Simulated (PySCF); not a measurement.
BCl3H2S: core ionisation energies

B(H2S)Cl3.
Geometry (PBE0-D3(BJ)/def2-SVP, Å), atoms numbered from 1 in this order:
```xyz
7
BCl3H2S angstrom
B      0.1225   -0.2216   -0.8407
S      0.1772   -0.2495    1.3224
H      0.5644    1.0285    1.5423
H     -1.1256    0.0223    1.5674
Cl     1.8805   -0.2183   -1.2277
Cl    -0.7660    1.2904   -1.2578
Cl    -0.7611   -1.7537   -1.1744
```

Level of theory: delta-SCF UKS SCAN, pcX-2 on the ionised atom, pcseg-1 elsewhere, spin-free X2C (PySCF 2.14.0). These are vertical core ionisation energies against the vacuum level, from separate self-consistent calculations with and without the core hole.

Q: Give the core binding energies atom by atom.

A: 
```json
{"atom(s)": "Cl5/Cl6/Cl7", "bonded to": "B", "level": "Cl 1s", "binding energy (eV)": "2828.56", "2p1/2 (eV)": "–", "count": "3"}
{"atom(s)": "S2", "bonded to": "2 H and B", "level": "S 1s", "binding energy (eV)": "2480.02", "2p1/2 (eV)": "–", "count": "1"}
{"atom(s)": "Cl5/Cl6/Cl7", "bonded to": "B", "level": "Cl 2p3/2", "binding energy (eV)": "205.98", "2p1/2 (eV)": "207.63", "count": "3"}
{"atom(s)": "B1", "bonded to": "3 Cl and S", "level": "B 1s", "binding energy (eV)": "199.12", "2p1/2 (eV)": "–", "count": "1"}
```

Q: Which effective nuclear charge Zeff reproduces each element's mean 1s value in the hydrogen-like formula E = 13.606 eV × Zeff²?

A: B (Z = 5): mean 199.1 eV, Zeff = 3.83, Z − Zeff = 1.17; S (Z = 16): mean 2480.0 eV, Zeff = 13.50, Z − Zeff = 2.50; Cl (Z = 17): mean 2828.6 eV, Zeff = 14.42, Z − Zeff = 2.58. Means run over the listed sites, weighted by atom count.

One atom of each set of topologically equivalent atoms was ionised and stands for the set; in this conformer not all members are related by symmetry, and their own values weren't computed. Not every level is listed. The 2p values aren't plain energy differences: one relaxed spin-free 2p hole is combined with a matrix within the shell (ground-state 2p orbital-energy differences and spin–orbit coupling). 2p3/2, the mean of its two sublevels, lies a third of the splitting below the shell's mean and 2p1/2 two thirds above it; the statistical areas are 2:1. 2p1/2 minus 2p3/2 (ligand field included): Cl 1.65 eV. Geometry: PBE0-D3(BJ)/def2-SVP; no solvent, vibrations or thermal averaging.
